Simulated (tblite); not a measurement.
Input of a run (GFN2-xTB geometry optimisation, gas phase (tblite 0.8.0)), started from a force field or distance geometry:
```
{"job": {"kind": "relax", "xc": "GFN2-xTB", "basis": "xTB"}, "charge": 0, "multiplicity": 2}
C      2.040400    -0.190000    -0.582700
C      0.919900    -0.523700     0.342200
C     -0.357600     0.182400     0.160300
C     -0.392500     1.671200     0.255200
N     -0.422800     2.812400     0.356800
C     -1.486800    -0.348100    -0.686800
C     -1.532400    -0.558600     0.810900
H      1.631900    -0.100600    -1.608900
H      2.544900     0.758500    -0.259600
H      2.751500    -1.051400    -0.519700
H      1.259800    -0.353500     1.396000
H     -1.274100    -1.209100    -1.353700
H     -2.273400     0.393100    -1.003500
H     -1.277500    -1.574300     1.211100
H     -2.135500     0.099600     1.460300
```

Output (eV, eV/Å):
```
step      E/eV     max force
  0    -535.60326    2.669
  1    -535.84148    2.305
  2    -535.85013    6.861
  3    -536.06977    1.490
  4    -536.09968    0.502
  5    -536.13176    0.463
  6    -536.17745    0.949
  7    -536.20316    0.664
  8    -536.22186    0.300
  9    -536.23492    0.410
 10    -536.24561    0.415
 11    -536.25297    0.212
 12    -536.25808    0.166
 13    -536.26241    0.214
 14    -536.26696    0.254
 15    -536.27156    0.196
 16    -536.27584    0.196
 17    -536.27979    0.171
 18    -536.28398    0.231
 19    -536.28902    0.244
 20    -536.29473    0.222
 21    -536.29995    0.223
 22    -536.30381    0.139
 23    -536.30658    0.147
 24    -536.30882    0.111
 25    -536.31085    0.116
 26    -536.31261    0.111
 27    -536.31384    0.081
 28    -536.31458    0.073
 29    -536.31508    0.057
 30    -536.31553    0.061
 31    -536.31603    0.070
 32    -536.31646    0.075
 33    -536.31681    0.050
 34    -536.31707    0.036
 35    -536.31729    0.035
 36    -536.31754    0.049
 37    -536.31783    0.053
 38    -536.31815    0.059
 39    -536.31846    0.066
 40    -536.31877    0.055
 41    -536.31910    0.066
 42    -536.31945    0.067
 43    -536.31978    0.045
 44    -536.32006    0.045
 45    -536.32031    0.037
 46    -536.32057    0.038
 47    -536.32084    0.044
 48    -536.32113    0.052
 49    -536.32144    0.050
 50    -536.32180    0.048
 51    -536.32226    0.057
 52    -536.32289    0.057
 53    -536.32371    0.073
 54    -536.32476    0.080
 55    -536.32615    0.117
 56    -536.32822    0.160
 57    -536.33133    0.181
 58    -536.33535    0.205
 59    -536.33968    0.190
 60    -536.34446    0.293
 61    -536.33806    0.586
 62    -536.35272    0.299
 63    -536.35599    0.229
 64    -536.36084    0.127
 65    -536.35961    0.592
 66    -536.36929    0.125
 67    -536.37269    0.110
 68    -536.37487    0.437
 69    -536.38042    0.140
 70    -536.38268    0.156
 71    -536.38857    0.318
 72    -536.39197    0.225
 73    -536.39478    0.157
 74    -536.40031    0.212
 75    -536.40436    0.188
 76    -536.40921    0.317
 77    -536.41427    0.173
 78    -536.42079    0.177
 79    -536.42442    0.406
 80    -536.43125    0.179
 81    -536.43500    0.172
 82    -536.43811    0.133
 83    -536.44005    0.141
 84    -536.44115    0.115
 85    -536.44218    0.102
 86    -536.44330    0.067
 87    -536.44391    0.069
 88    -536.44441    0.056
 89    -536.44477    0.048
 90    -536.44517    0.048
 91    -536.44559    0.057
 92    -536.44596    0.072
 93    -536.44623    0.044
 94    -536.44645    0.041
 95    -536.44667    0.037
 96    -536.44691    0.055
 97    -536.44717    0.060
 98    -536.44744    0.041
 99    -536.44764    0.033
100    -536.44777    0.041
101    -536.44786    0.037
102    -536.44796    0.029
103    -536.44804    0.021
104    -536.44809    0.031
105    -536.44812    0.028
106    -536.44815    0.014
107    -536.44818    0.012
108    -536.44819    0.012
109    -536.44820    0.008
```

Task: Summarise the run.

Result: The energy falls by 19.5 kcal/mol over 109 L-BFGS steps, the largest force on an atom goes from 2.67 to 0.008 eV/Å, and the atoms move by 0.715 Å rms after alignment. The bond that changes most is C3–C4 (ends: carbon bonded to 4 C; carbon bonded to C and N), which shortens by 0.065 Å. Bonds longer at the end by more than 0.005 Å: 1 of 15; shorter: 12. Among the angles that change most is C1–C2–H11, from 108.8° to 120.1°. Among the dihedrals that turn most is H11–C2–C3–C4, from 65° to 177°. The energy rose by more than 1e-5 eV at steps 61 and 65. The first step brought 28 % of the lowering.

Task: What are the final bond lengths?

Result: C1–C2 1.479 Å, C2–C3 1.449 Å, C3–C4 1.427 Å, C4≡N5 1.145 Å, C3–C6 1.536 Å, C6–C7 1.484 Å, C3–C7 1.535 Å, C1–H8 1.093 Å, C1–H9 1.097 Å, C1–H10 1.087 Å, C2–H11 1.076 Å, C6–H12 1.079 Å, C6–H13 1.080 Å, C7–H14 1.079 Å, C7–H15 1.080 Å. Numbering counts from 1 in the input's order; the species is `C[CH]C1(C#N)CC1` [radical].

Hardware: one thread, Arm Neoverse V1 (aarch64), shared host with 32 logical CPUs at a one-minute load of 9.6. Cost: 0.55 s.

GFN2-xTB frequencies show an imaginary mode (43i cm⁻¹), so the point is no minimum at that level.

One conformer stands for the species.

These are computed values.
